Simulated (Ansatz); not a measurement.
```yaml
crystal:
  periodic: [false, false, false]
  atoms:
    - {symbol: B, position_ang: [-1.809650, 0.616986, -0.808685]}
    - {symbol: Si, position_ang: [-0.103143, -0.419344, -0.626370]}
    - {symbol: N, position_ang: [1.129045, 0.465196, 0.241097]}
    - {symbol: C, position_ang: [1.662968, 0.072978, 1.309208]}
    - {symbol: H, position_ang: [-2.730421, 0.117195, -1.387362]}
    - {symbol: H, position_ang: [-1.959035, 1.718421, -0.371255]}
    - {symbol: H, position_ang: [0.433353, -0.684451, -1.992134]}
    - {symbol: H, position_ang: [-0.384811, -1.745189, 0.021404]}
    - {symbol: H, position_ang: [2.423253, 0.686462, 1.807168]}
    - {symbol: H, position_ang: [1.421340, -0.879353, 1.809830]}
basis:
  gaussian: {orbitals: def2-TZVPD, final_grid: {core_spheres: 5, valence_spheres: 4, degree: 11}, nuclear_model: gaussian, point_charges: [{charge: 0.50, position_ang: [7.269, 0.544, 0.415]}]}
magnetization: {spin_polarized: true, initial_magnetization: 0}
hamiltonian: {xc: {name: HF}}
accuracy: high
scf: {lower_state_search: off}
kpoints: {mp_grid: {grid: [2, 2, 2]}}
```

```sh
$ ansatz run in.yaml --threads 2 --pin off --events-out ev --progress --plain --max-ram 4352MiB
```

**Question.** How does Ansatz answer? (Best estimate.)

**Answer.** Ansatz gave: The input was rejected before any iteration.
```
Error: invalid value for `basis.gaussian`: such a run doesn't read kpoints; remove what it names
```
